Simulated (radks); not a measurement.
Br6+, 29 electrons, occupied as [Ar] 3d10 4s1 (the NIST ground configuration).

Calculated with a radial shooting solver on a logarithmic mesh with Libxc functionals: scalar-relativistic Kohn-Sham, PBEsol, spin-polarised, spherical densities, finite nucleus; open shells are filled with parallel spins first; Fermi nuclear charge, rms radius 4.1629 fm.

Energy parts (hartree):
| part | energy |
|---|---|
| total | -2595.04032 |
| kinetic | 2651.22512 |
| electron-nucleus | -6161.87095 |
| Hartree | 1003.44638 |
| exchange-correlation | -87.84087 |

Orbitals (lengths in bohr, moments of r in powers of bohr; r(90%) holds 90 % of the orbital's charge):
1s up: occ. 1; eigenvalue (hartree) -492.4837; <r^4> 0.00001563; <r^2> 0.002463; r(90%) 0.0765
1s down: occ. 1; eigenvalue (hartree) -492.4781; <r^4> 0.00001563; <r^2> 0.002463; r(90%) 0.0765
2s up: occ. 1; eigenvalue (hartree) -66.99848; <r^4> 0.003106; <r^2> 0.04239; r(90%) 0.293
2s down: occ. 1; eigenvalue (hartree) -66.99508; <r^4> 0.003106; <r^2> 0.04239; r(90%) 0.293
2p up: occ. 3; eigenvalue (hartree) -59.51279; <r^4> 0.002250; <r^2> 0.03351; r(90%) 0.270
2p down: occ. 3; eigenvalue (hartree) -59.50915; <r^4> 0.002250; <r^2> 0.03351; r(90%) 0.270
3s up: occ. 1; eigenvalue (hartree) -12.03905; <r^4> 0.1921; <r^2> 0.3485; r(90%) 0.819
3s down: occ. 1; eigenvalue (hartree) -12.03069; <r^4> 0.1910; <r^2> 0.3478; r(90%) 0.818
3p up: occ. 3; eigenvalue (hartree) -9.67082; <r^4> 0.2296; <r^2> 0.3696; r(90%) 0.858
3p down: occ. 3; eigenvalue (hartree) -9.66107; <r^4> 0.2274; <r^2> 0.3684; r(90%) 0.856
3d up: occ. 5; eigenvalue (hartree) -5.74295; <r^4> 0.3553; <r^2> 0.4137; r(90%) 0.951
3d down: occ. 5; eigenvalue (hartree) -5.72944; <r^4> 0.3454; <r^2> 0.4092; r(90%) 0.945
4s up: occ. 1; eigenvalue (hartree) -3.56398; <r^4> 7.474; <r^2> 2.270; r(90%) 2.04
4s down: occ. 0; eigenvalue (hartree) -3.47425; <r^4> 7.436; <r^2> 2.262; r(90%) 2.04

The highest occupied level is 4s up at -96.981 eV. The density falls to 0.001 e/bohr^3 at r = 2.51 bohr. The spin density at the nucleus is 54.37 e/bohr^3 (1s 0.30, 2s 0.12, 3s -0.29, 4s 54.24). Summed over all electrons, <r^2> = 9.586 bohr^2, which gives a Langevin (diamagnetic) susceptibility term of -7.59 x 10^-6 cm^3/mol. Spin moment in Bohr magnetons: 1. The electron density at the nucleus is 4.489e+04 e/bohr^3 (large components only). For comparison, the ionisation energy in NIST's Atomic Spectra Database is 103.0 eV (semi-empirical). In exact Kohn-Sham theory the highest level is minus the ionisation energy, but local and semilocal functionals leave it too shallow, through self-interaction and a potential that decays too fast; potentials with the right tail come closer.
